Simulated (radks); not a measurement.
Excited configurations of Mo III: one electron is placed in a higher orbital outside [Kr] 4d3. The ground configuration is [Kr] 4d4. Method: Dirac Kohn-Sham, LDA (Slater exchange, Perdew-Wang correlation), spin-unpolarised, spherical densities, point nucleus; open shells fill j = l - 1/2 first; computed with a radial shooting solver on a logarithmic mesh with Libxc functionals. Excitation = E - E(ground); binding = E(ion) - E, where the ion is the core of charge +3; n* = 3/sqrt(2 binding) in atomic units, and the quantum defect is n - n*.

outer orbital  excitation (eV)  binding (eV)  quantum defect  eigenvalue (eV)  <r> (bohr)
5s1/2                    3.827        23.216           2.703          -19.525       2.832
5p1/2                    9.045        17.998           2.392          -14.903       3.297
5f5/2                   21.449         5.594           0.321           -4.577       9.019
6s1/2                   15.941        11.102           2.679           -9.505       5.695
6p1/2                   17.707         9.337           2.378           -7.946       6.480
6d3/2                   20.459         6.585           1.688           -5.560       8.622
6f5/2                   23.109         3.934           0.421           -3.318       13.91
7d3/2                   22.634         4.409           1.730           -3.783       13.38
7f5/2                   24.147         2.896           0.498           -2.484       19.79

The Delta-SCF ionisation energy is 27.043 eV (NIST Atomic Spectra Database: 27.1 eV, semi-empirical). Self-interaction in the functional shifts the binding energies and quantum defects, so they are the method's values and not measured ones. Spin polarisation and multiplet splitting are left out, so open shells lie too high by an amount that depends on their filling.

Beside tabulated values, note that spin-unpolarised runs miss the spin-polarisation part of the exchange energy of open shells.
